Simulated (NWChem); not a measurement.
System: InClF₂; SMILES [F][In]([F])[Cl]

```xyz
4

In     0.0000     0.0000     0.2504
F      0.0000    -1.6535     1.2619
F      0.0000     1.6535     1.2619
Cl     0.0000     0.0000    -2.0580
```
Atoms are numbered in this order, from 1.

Program: NWChem. Geometry: optimised at PBE0/def2-SVP. def2 effective core potentials on In; no spin-orbit coupling.

### Question
What does the run give for Hartree-Fock/def2-SVP (core potentials)? Quantities: highest occupied level (eV); orbital gap (eV); dipole (D).

### Answer
```json
{
 "highest occupied level (eV)": "-13.17",
 "orbital gap (eV)": "13.44",
 "dipole (D)": "1.11"
}
```
